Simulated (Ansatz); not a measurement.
`C[AsH][SiH3]` + NH₃ → `N[AsH][SiH3]` + CH₄  (ligand exchange at the As–C bond)

Computed with Ansatz on PBE0-D4/def2-TZVP structures; ΔE is electronic, products minus reactants. CCSD(T)/CBS is the MP2 limit (def2-TZVPP, def2-QZVPP) plus CCSD(T) − MP2 in def2-TZVPP, frozen cores. This one scheme is used for every species. Functionals use def2-TZVPP. B3LYP here is the variant with VWN-RPA as its local correlation; programs differ in this. HSE06 is defined as in plane-wave codes. For As outer-core shells are correlated without core-valence functions, which leaves a few kJ/mol of doubt a bond. Scalar relativity is left out up to krypton. Each species was taken in one conformer, which may not be the lowest.

`C[AsH][SiH3]`:

```xyz
10

C    -0.327   -0.130   -1.591
As    0.184   -1.317   -0.090
Si   -0.011    0.319    1.600
H    -0.094   -0.640   -2.526
H     0.187    0.829   -1.560
H    -1.404    0.033   -1.544
H     1.688   -1.091   -0.208
H    -1.457    0.591    1.825
H     0.654    1.598    1.230
H     0.581   -0.191    2.865
```

NH₃:

Z-matrix (Å, degrees):
```
N
H 1 1.013
H 1 1.013 2 107.1
H 1 1.013 2 107.1 3 -114.5
```

`N[AsH][SiH3]`:

Z-matrix (Å, degrees):
```
Si
As 1 2.365
H 1 1.488 2 108.9
H 1 1.485 2 109.3 3 -119.4
H 1 1.489 2 111.1 3 120.3
N 2 1.864 1 95.0 3 -163.5
H 2 1.537 1 91.9 3 -61.8
H 6 1.011 2 114.1 1 62.6
H 6 1.011 2 110.5 1 -174.5
```

CH₄:

```xyz
5

C     0.000    0.000    0.000
H    -0.932   -0.334    0.454
H    -0.038    1.078   -0.157
H     0.138   -0.501   -0.958
H     0.833   -0.242    0.660
```

(1) Is it downhill or uphill in electronic energy at CCSD(T)/CBS, and by how much? (An estimate is asked.)

(2) What do these levels give: HSE06-D4, CAM-B3LYP-D4, PBE, revPBE, B3LYP, BHLYP, RPA@PBE/def2-TZVPP, HF/def2-SVP, CCSD(T)/def2-SVP, SCS-MP2/def2-TZVPP, HF/def2-QZVPP, SCS-MP2/def2-QZVPP? (Estimate.)

Largest T1 diagnostic among the species: 0.011.

## Answers

(1) The calculation gave: Uphill: ΔE = +0.11 eV.

(2) Computed: HSE06-D4 0.09, CAM-B3LYP-D4 0.02, PBE 0.06, revPBE 0.06, B3LYP 0.02, BHLYP 0.03, RPA@PBE/def2-TZVPP 0.08, HF/def2-SVP 0.02, CCSD(T)/def2-SVP 0.06, SCS-MP2/def2-TZVPP 0.08, HF/def2-QZVPP 0.01, SCS-MP2/def2-QZVPP 0.08 eV.

At CCSD(T), def2-SVP lies −0.05 eV from the extrapolated value and def2-TZVPP −0.01 eV. Leaving LDA and LC-ωPBE aside and taking each functional with its dispersion term where it has one, the values, not all of them listed here, spread over 0.09 eV, from BLYP-D4 to PBE-QIDH.
